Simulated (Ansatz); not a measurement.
One change: `[SiH3]CN[SiH2]Cl` becomes `[SiH3]N[SiH2]Cl`.

Ansatz, PBE0-D4/def2-TZVP geometries, multiplicity 1. Each molecule was computed in one conformer, which needn't be the lowest.

```csv
property,`[SiH3]CN[SiH2]Cl`
size of the dipole moment (ωB97M-V/def2-TZVPP) / D,1.46
HOMO energy (ωB97M-V/def2-TZVPP) / eV,-9.56
size of the dipole moment (PBE/def2-TZVPP) / D,1.41
HOMO–LUMO gap (PBE0/def2-TZVPP) / eV,7.49
HOMO energy (B3LYP/def2-TZVPP) / eV,-7.05
HOMO–LUMO gap (PBE/def2-TZVPP) / eV,5.34
```

**Question.** Give the same properties after the change, and the shifts. (Best estimate.)

**Answer.** Ansatz gave: 
```csv
property,`[SiH3]N[SiH2]Cl`,shift
size of the dipole moment (ωB97M-V/def2-TZVPP) / D,1.80,0.34
HOMO energy (ωB97M-V/def2-TZVPP) / eV,-10.31,-0.75
size of the dipole moment (PBE/def2-TZVPP) / D,1.76,0.35
HOMO–LUMO gap (PBE0/def2-TZVPP) / eV,7.93,0.44
HOMO energy (B3LYP/def2-TZVPP) / eV,-7.79,-0.74
HOMO–LUMO gap (PBE/def2-TZVPP) / eV,5.74,0.40
```

With PBE0 the HOMO falls by 0.76 eV and the LUMO falls by 0.31 eV, so the gap widens by about 0.45 eV. PBE moves the HOMO by -0.71 eV and ωB97M-V by -0.75 eV. Dipoles are sizes alone; their direction can turn.

B3LYP here is the variant with VWN-RPA as its local correlation; programs differ in this.
